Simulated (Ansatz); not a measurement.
A made-up structure of AlSiH₂Cl₂ (charge +1), closed shell:

```tsv
atom	x (Å)	y (Å)	z (Å)
Si1	-0.5872	1.0496	-0.1531
Al2	0.6221	-1.1128	0.1620
Cl3	2.5173	-0.8060	0.8533
Cl4	-0.5556	-2.7009	-0.3422
H5	-0.5918	1.8459	-1.4040
H6	-1.2210	-3.8381	-0.1604
```

It is relaxed with PBE-D4/def2-SVP and then PBE0-D4/def2-TZVP (Ansatz 0.2.0). Atoms count as bonded within 1.22 times the sum of their covalent radii (H–H: 0.88 Å). The end point is not checked to be a true minimum.

(1) Does its bonding change? (A judgement: the text doesn't fix the answer.)

## Answers

(1) The calculation gives: No: no bond forms or breaks.

Where it ends: The first stage lowers the energy by 1.86 eV in 16 steps. It ends as AlSiH₂Cl₂ ([SiH][Al]([Cl])[ClH]), total charge +1:
Si1  (-0.846, 1.523, -0.050)
Al2  (0.372, -0.680, 0.188)
Cl3  (2.099, -1.643, 0.771)
Cl4  (-1.008, -2.644, -0.373)
H5  (-0.326, 1.414, -1.485)
H6  (-0.106, -3.531, -0.095)
(Å)

Labels in which every atom is bracketed show which atoms are joined, not bond orders.

For scale, one of the runs: PBE0-D4/def2-TZVP relaxation, 160 basis functions, launched by `ansatz run in.yaml --threads 2 --pin off --events-out ev --progress --plain --max-ram 4352MiB`. Hardware: 2 CPU threads of an Arm Neoverse V1, shared host. Wall time about 48 s.
